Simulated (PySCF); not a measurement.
Calculation: PBE-D3(BJ)/def2-TZVP // PBE0-D4/def2-SVP run with PySCF 2.14.0. All species are isolated molecules in the gas phase. One relaxed conformer stands for a flexible species; it need not be the lowest. Excitations are Tamm–Dancoff values on a coarser integration grid. The basis has no diffuse functions, so Rydberg states are missing or too high.

Reference species (SMILES): `Bc1cc(B)c2ccsc2c1` (neutral, multiplicity 1).

```yaml
brightest of the four lowest singlets (TDA): 3.96 eV
S1 excitation (TDA): 3.26 eV
LUMO: -3.31 eV
T1 excitation (TDA): 2.52 eV
```

Changed species: `Bc1cc2cccc(B)c2s1`.

**Question.** Give the shifts of the brightest of the four lowest singlets (TDA), S1 excitation (TDA), LUMO and T1 excitation (TDA).

**Answer.** the brightest of the four lowest singlets (TDA) increases by 0.27 eV, to 4.23 eV; the S1 excitation (TDA) decreases by 0.26 eV, to 3.00 eV; the LUMO falls by 0.12 eV, to -3.43 eV; the T1 excitation (TDA) falls by 0.22 eV, to 2.30 eV.
